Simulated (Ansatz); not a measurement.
Ga₆Sb₆⁻. Total charge -1; doublet. Geometry PBE-D4/def2-SVP, that of the neutral singlet; atoms count from 1.

Cartesian coordinates in Å:
```
Ga -1.4171 -2.1389 0.8356
Ga -0.7671 0.4869 2.5652
Ga 0.0823 -1.6785 -1.7362
Ga 1.1288 1.8605 -2.2184
Ga -0.8951 0.6605 -0.2809
Ga 1.1587 1.8664 0.6223
Sb -1.2366 -3.8054 -1.1470
Sb 1.1943 -1.3706 0.8969
Sb -3.0233 -0.1011 1.3900
Sb 1.7607 0.8006 2.9853
Sb -0.9151 0.4134 -3.0133
Sb 2.9295 3.0061 -0.8996
```

In the def2 sets Sb takes a core potential; there is no spin–orbit coupling. Single mean-field runs in def2-TZVP are fitted with def2-universal-jkfit.

Question: Estimate the Mulliken populations from the PBE0/def2-TZVP orbitals of Ansatz.

Answer: 
| atom | charge (e) | spin (α − β) |
| --- | --- | --- |
| Ga1 | 0.06 | 0.15 |
| Ga2 | 0.20 | 0.00 |
| Ga3 | 0.03 | 0.28 |
| Ga4 | 0.14 | 0.00 |
| Ga5 | 0.03 | 0.10 |
| Ga6 | 0.03 | 0.00 |
| Sb7 | -0.37 | 0.38 |
| Sb8 | -0.18 | -0.01 |
| Sb9 | -0.22 | 0.07 |
| Sb10 | -0.20 | -0.04 |
| Sb11 | -0.23 | 0.07 |
| Sb12 | -0.30 | -0.02 |
Mulliken values and Mayer orders depend strongly on the basis.

Question: Where does the spin sit?

Answer: Summed by element: Ga 0.55, Sb 0.45, of 1 unpaired in all. Largest on single atoms: Sb7 0.38, Ga3 0.28, Ga1 0.15.

Question: And the Mayer bond orders between bonded heavy atoms (over 0.3)?

Answer: Ga1–Sb7 1.05 (2.60 Å); Ga1–Sb8 0.71 (2.72 Å); Ga1–Sb9 0.77 (2.65 Å); Ga2–Sb9 0.92 (2.61 Å); Ga2–Sb10 0.97 (2.58 Å); Ga3–Sb7 1.06 (2.57 Å); Ga3–Sb8 0.57 (2.87 Å); Ga3–Sb11 0.71 (2.65 Å); Ga4–Sb11 0.96 (2.63 Å); Ga4–Sb12 1.38 (2.51 Å); Ga5–Ga6 0.59 (2.55 Å); Ga5–Sb8 0.36 (3.14 Å); Ga5–Sb9 0.71 (2.81 Å); Ga5–Sb11 0.77 (2.74 Å); Ga6–Sb10 0.82 (2.66 Å); Ga6–Sb12 1.06 (2.60 Å); Sb8–Sb10 0.64 (3.07 Å).
